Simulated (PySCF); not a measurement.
CHO₂, SMILES O=[C]O, multiplicity 2. Atoms are numbered in the order given.

```xyz
4

O      0.1742     1.1540     0.0000
C     -0.4228     0.1348     0.0000
O      0.0187    -1.1168     0.0000
H      0.9936    -1.1068     0.0000
```
Charge 0, spin multiplicity 2.

Coordinates come from a ωB97X-D3(BJ)/def2-TZVP optimisation. The isomer is the one that the SMILES or the coordinates give; other isomers of the formula were not compared. The values are those of a single conformer.

Two levels are set side by side: PBE/pcH-1 (PySCF) and B3LYP/pcH-1 (PySCF). Contact hyperfine couplings, same geometry. Differences are taken from unrounded values.

```tsv
quantity	B3LYP	PBE	PBE minus B3LYP
A(iso) of 17O, atom O1 (MHz)	-52.9	-43.3	9.6
A(iso) of 13C, atom C2 (MHz)	636.4	609.0	-27.4
A(iso) of 17O, atom O3 (MHz)	-246.4	-257.3	-10.9
A(iso) of 1H, atom H4 (MHz)	97.0	101.2	4.1
```

Rough cost on one machine, each run with all the roots and properties that it gave: B3LYP against PBE within a factor of 2.
